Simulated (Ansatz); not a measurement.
C3H7FSn (`[F][SnH]1[CH2]C[CH2]1`), charge 0, multiplicity 1.

Question: Give a relaxed structure at PBE0-D4/def2-TZVP (the Gaussian-basis code of Ansatz). (An estimate is asked.)

Answer: Ansatz gave: 
```xyz
12

F     1.211   -1.777    2.041
Sn    0.989   -1.084    0.248
C    -1.072   -0.651   -0.217
C    -0.658    0.810   -0.506
C     0.683    1.050    0.223
H     2.106   -2.002   -0.659
H    -1.650   -0.748    0.705
H    -1.599   -1.163   -1.020
H    -1.429    1.530   -0.215
H    -0.507    0.932   -1.583
H     1.380    1.724   -0.273
H     0.546    1.380    1.255
```
Point group Cs.
This is one stationary point; other conformers may exist.
